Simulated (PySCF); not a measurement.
**Spin-Hamiltonian simulation**

Molecule: `InChI=1S/C4H3N3/c5-3-4-1-2-6-7-4/h1-2H,(H,6,7)`.

Bonds (- single, = double, # triple, : aromatic): N1#C2 1.147 Å, C2-C3 1.400 Å, C3:C4 1.388 Å, C4:C5 1.399 Å, C5:N6 1.320 Å, N6:N7 1.319 Å, N7:C3 1.360 Å. C4 carries H8; C5 carries H9; N7 carries H10.

PySCF 2.14.0 with density-fitted response routines calculation with GFN2-xTB geometry, σ from GIAO-PBE0/pcSseg-1 and J: B3LYP/pcJ-1 (spin–dipole term only in couplings to heteroatoms); no solvent, no relativistic terms, single conformer.

Referencing at the same level of theory: 1H (31.72 ppm) against TMS.

Shifts (ppm): H8 7.01, H9 7.84.
Couplings (Hz): H8–H9: 2.4.

The 2-spin Hamiltonian (Zeeman plus full scalar coupling among like nuclei) was diagonalised exactly; lines are Lorentzian, 1.0 Hz wide, and the maxima above 3 % are listed with the tallest set to 100.

(1) Give the 1H peak list of this spin system at 100 MHz.

(2) And at 800 MHz?

(3) Among coupled protons with different shifts, which pair is furthest from first order, and how does the field change that?

## Answers

(1) 
Hz from δ = 0 (height): 785.2 (95), 782.8 (100), 702.2 (100), 699.8 (95)

(2) 
δ in ppm (height): 7.842 (99), 7.838 (100), 7.012 (100), 7.009 (99)

(3) H8 and H9: Δν/J is about 34.6 at 100 MHz (close to first order) and 276.7 at 800 MHz (close to first order). J in Hz doesn't depend on the field, while Δν in Hz grows in proportion to it.

OH/NH shifts are gas-phase values; hydrogen bonding in solution moves them, usually downfield. Unscaled 3J(H,H) at this level run about 10 % above measured values.
